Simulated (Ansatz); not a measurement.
Ga2H2S2Br4⁺, that is (Br2Ga-mu-SH)2 with one electron fewer. Total charge 1; doublet. Geometry r2SCAN-D4/def2-SVP, that of the neutral singlet; atoms count from 1.

```xyz
10

Ga    0.3532    1.3736   -0.8054
Br   -1.2038    2.7838   -1.6959
Br    2.6154    1.7392   -0.9478
S    -0.2178    0.9620    1.4810
Ga   -0.8796   -1.1931    0.6805
Br   -3.1592   -1.2873    0.6610
Br    0.4412   -2.7875    1.6728
S    -0.1169   -0.8472   -1.5603
H     1.0319    0.5590    1.8216
H     1.1357   -1.3024   -1.3075
```

**Question.** Estimate the Mulliken populations from the PBE0/def2-TZVP orbitals of Ansatz.

**Answer.** 
```tsv
atom	charge (e)	spin (α − β)
Ga1	0.49	-0.04
Br2	-0.03	0.23
Br3	-0.06	0.19
S4	-0.14	0.12
Ga5	0.49	-0.04
Br6	-0.03	0.23
Br7	-0.06	0.19
S8	-0.14	0.12
H9	0.24	0.00
H10	0.24	0.00
```
Mulliken values and Mayer orders depend strongly on the basis.

**Question.** Where does the spin sit?

**Answer.** Summed by element: Ga -0.08, Br 0.84, S 0.24, H -0.01, of 1 unpaired in all. Largest on single atoms: Br6 0.23, Br2 0.23, Br7 0.19.

**Question.** And the Mayer bond orders between bonded heavy atoms (over 0.3)?

**Answer.** Ga1–Br2 1.08 (2.28 Å); Ga1–Br3 1.08 (2.30 Å); Ga1–S4 0.67 (2.39 Å); Ga1–S8 0.67 (2.39 Å); S4–Ga5 0.67 (2.39 Å); Ga5–Br6 1.08 (2.28 Å); Ga5–Br7 1.08 (2.30 Å); Ga5–S8 0.67 (2.39 Å).
